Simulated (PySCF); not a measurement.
Compound: C₆H₁₀OSi.
Atom-mapped SMILES: `[CH2:1]=[CH:2][C:3](=[CH2:4])[C:5](=[CH2:6])[O:7][SiH3:8]` (hydrogens: H9, H10 on C1; H11 on C2; H12, H13 on C4; H14, H15 on C6; H16, H17, H18 on Si8)

Computed geometry: GFN2-xTB, gas phase.

(1) Give the optimised bond lengths and angles.

## Answers

(1) 
```
            bond  length (Å)
           C1=C2       1.327
           C2–C3       1.460
           C3=C4       1.336
           C3–C5       1.480
           C5=C6       1.330
           C5–O7       1.352
          O7–Si8       1.623
           C1–H9       1.077
          C1–H10       1.077
          C2–H11       1.083
          C4–H12       1.076
          C4–H13       1.077
          C6–H14       1.076
          C6–H15       1.073
         Si8–H16       1.454
Si8–H17, Si8–H18       1.465
```

Bonds in one row agree within 0.01 Å and their mean is given. A selection of angles:
```
      angle  degrees
   C2–C1–H9    122.1
  C2–C1–H10    121.4
  H9–C1–H10    116.6
   C1–C2–C3    125.9
  C1–C2–H11    119.5
  C3–C2–H11    114.5
   C2–C3–C4    120.5
   C2–C3–C5    119.9
   C4–C3–C5    119.6
  C3–C4–H12    121.5
  C3–C4–H13    121.5
 H12–C4–H13    117.0
   C3–C5–C6    123.2
   C3–C5–O7    113.3
   C6–C5–O7    123.4
  C5–C6–H14    121.1
  C5–C6–H15    121.1
 H14–C6–H15    117.8
  C5–O7–Si8    134.1
 O7–Si8–H16     99.1
 O7–Si8–H17    111.3
H16–Si8–H17    113.1
H17–Si8–H18    108.8
```

Dihedral angles: C1–C2–C3–C4 -157° (antiperiplanar); C2–C3–C5–C6 39° (synclinal); C3–C5–O7–Si8 -174° (antiperiplanar). The mirror-image conformer, all signs reversed, is as good.

Si8 (oxygen-bound silicon) is distorted tetrahedral (angles from 99.1° to 113.4°). Of the pairs four or more bonds apart, Si8···H14 is among the closest relative to their van der Waals radii: 2.90 Å, 88 % of the sum of Bondi's values. The C–C distances run from 1.327 Å (C1=C2, drawn double) to 1.480 Å (C3–C5, drawn single), a spread of 0.153 Å.

Point group: C1 (no symmetry element, even within 0.4 Å). Not checked by GFN2-xTB frequencies. The numbers are those of one conformer.
